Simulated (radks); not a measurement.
Problem. The mean radii <r> (bohr) of the occupied orbitals of an atom or ion are listed with their occupations. All-electron calculation, scalar-relativistic Kohn-Sham, PBE, spin-unpolarised, spherical densities, point nucleus. Program: a radial shooting solver on a logarithmic mesh with Libxc functionals.

| orbital | occ. | <r> |
|---|---|---|
| 1s | 2 | 0.06644 |
| 2s | 2 | 0.3082 |
| 2p | 6 | 0.2741 |
| 3s | 2 | 0.9371 |
| 3p | 6 | 0.9936 |
| 3d | 2 | 1.180 |

Name the element and its charge.

Solution. Z = 23, vanadium, charge +3: V3+ in [Ar] 3d2. The 1s radius gives Z: for a bare nucleus <r> = (2 gamma + 1)/(2Z) with gamma = sqrt(1 - (Z/c)^2), 0.0646 bohr for Z = 23, and screening makes it slightly larger (0.06644 here). The occupations add up to 20, and the charge is Z minus that.
